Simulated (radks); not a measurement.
Values are calculated unless marked as measured or tabulated.
Problem. Excited configurations of F IV: one electron is placed in a higher orbital outside [He] 2s2 2p1. The ground configuration is [He] 2s2 2p2. Level of theory: non-relativistic Kohn-Sham, TPSS, spin-unpolarised, spherical densities, point nucleus; meta-GGA in the generalised Kohn-Sham scheme (a radial shooting solver on a logarithmic mesh with Libxc functionals). Excitation = E - E(ground); binding = E(ion) - E, where the ion is the core of charge +4; n* = 4/sqrt(2 binding) in atomic units, and the quantum defect is n - n*.

| outer orbital | excitation (eV) | binding (eV) | n* | quantum defect | eigenvalue (eV) | <r> (bohr) |
|---|---|---|---|---|---|---|
| 3s | 50.806 | 34.900 | 2.498 | 0.502 | -30.867 | 2.372 |
| 4f | 72.146 | 13.561 | 4.007 | -0.007 | -11.530 | 4.483 |
| 5d | 76.269 | 9.437 | 4.803 | 0.197 | -8.352 | 8.018 |
| 6p | 78.697 | 7.009 | 5.573 | 0.427 | -6.299 | 11.60 |
| 6d | 79.150 | 6.556 | 5.762 | 0.238 | -5.861 | 11.91 |
| 7d | 80.890 | 4.817 | 6.723 | 0.277 | -4.333 | 16.53 |

Estimate the row for 5f.

Solution. excitation (eV) 76.806; binding (eV) 8.900; n* 4.946; quantum defect 0.054; eigenvalue (eV) -7.769; <r> (bohr) 7.749. The Delta-SCF ionisation energy is 85.706 eV (NIST Atomic Spectra Database: 87.18 eV, semi-empirical). Self-interaction in the functional shifts the binding energies and quantum defects, so they are the method's values and not measured ones. Spin polarisation and multiplet splitting are left out, so open shells lie too high by an amount that depends on their filling.

Beside tabulated values, note that spin-unpolarised runs miss the spin-polarisation part of the exchange energy of open shells.
